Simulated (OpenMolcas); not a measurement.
## Cu6+, Ag6+, Au6+: d5 down the group

```json
{"Program": "OpenMolcas", "Method": "MS-RASPT2, IPEA 0.25 Eh, imaginary shift 0.1 Eh", "Basis": "ANO-R2", "Scalar Hamiltonian": "X2C, finite nucleus", "Spin-orbit coupling": "state interaction with AMFI integrals over the reference wave functions, term energies averaged over their components"}
```

Active space for each ion: 11 electrons in 8 orbitals (RAS1 p, at most 2 holes; RAS2 d); closed shells correlated by CASPT2: Cu6+ 3s; Ag6+ 4s; Au6+ 5s.

Computed levels in cm-1 above 6S 5/2:

| Level | Cu6+ | Ag6+ | Au6+ |
| --- | --- | --- | --- |
| 4G 7/2 | 48170 | 31900 | 27920 |
| 4G 11/2 | 48200 | 32150 | 29890 |
| 4G 9/2 | 48240 | 32360 | 31570 |
| 4P 1/2 | 53550 | 36520 | 33820 |
| 4D 7/2 | 57900 | 38360 | 38600 |
| 4D 1/2 | 58250 | 40460 | 45170 |
| 2I 11/2 | 70050 | 46260 | 45030 |
| 2I 13/2 | 70350 | 47680 | 49960 |
| 2F 7/2(1) | 77560 | 55680 | 65110 |
| weight of 6S in the lowest level (%) | 100 | 98 | 77 |

Mixed levels, with the weight of the term that names them: Ag6+ 4P 1/2 (66 %), Ag6+ 4D 1/2 (67 %), Ag6+ 2F 7/2(1) (54 %), Au6+ 4G 7/2 (57 %), Au6+ 4G 11/2 (71 %), Au6+ 4P 1/2 (59 %), Au6+ 4D 7/2 (53 %), Au6+ 4D 1/2 (67 %), Au6+ 2I 11/2 (68 %), Au6+ 2F 7/2(1) (56 %).

Measured, with the error of the calculation in %. Measured levels: Cu6+, Ag6+ from the list in Gamrath, thesis, University of Mons (2023).

```tsv
Level	Cu6+	Ag6+
4G 7/2		30378 (+5.0)
4G 11/2		30662 (+4.8)
4G 9/2		30907 (+4.7)
4P 1/2	51407 (+4.2)	34605 (+5.5)
4D 7/2	55742 (+3.9)	36485 (+5.1)
4D 1/2	56210 (+3.6)	38685 (+4.6)
2I 11/2	67757 (+3.4)	44011 (+5.1)
2I 13/2	67918 (+3.6)	45546 (+4.7)
2F 7/2(1)	74408 (+4.2)
```

Without spin-orbit coupling 4G lies 48190, 32070, 28900 cm-1 above 6S in that order; the difference to the level 4G 7/2, of either sign, comes from spin-orbit coupling, which also lowers the zero.

CASPT2 does not keep the components of a term degenerate, so their means are used; among the terms shown or strongly mixed into the levels shown the widest spread is 1000 cm-1 (4d5 2I, Ag6+). Active for correlation alone: 3p; no level in the range computed is led by a configuration that opens it, so any true level of that kind is missing (holds for Cu6+). Active for correlation alone: 4p; no level in the range computed is led by a configuration that opens it, so any true level of that kind is missing (holds for Ag6+). Blocks of more than 70 roots (2S+1 = 2 even) ran without multistate coupling (holds for Au6+). Active for correlation alone: 5p; no level in the range computed is led by a configuration that opens it, so any true level of that kind is missing (holds for Au6+). Computed and measured levels are paired by configuration, term and J; levels that our copy of the source lacks, or whose pairing is in doubt (as where it misses far off the trend of its configuration), stay unpaired and out of the deviations. Only configurations of the active space appear.

A number in round brackets counts repeated terms of one configuration in the order of the reference energies.
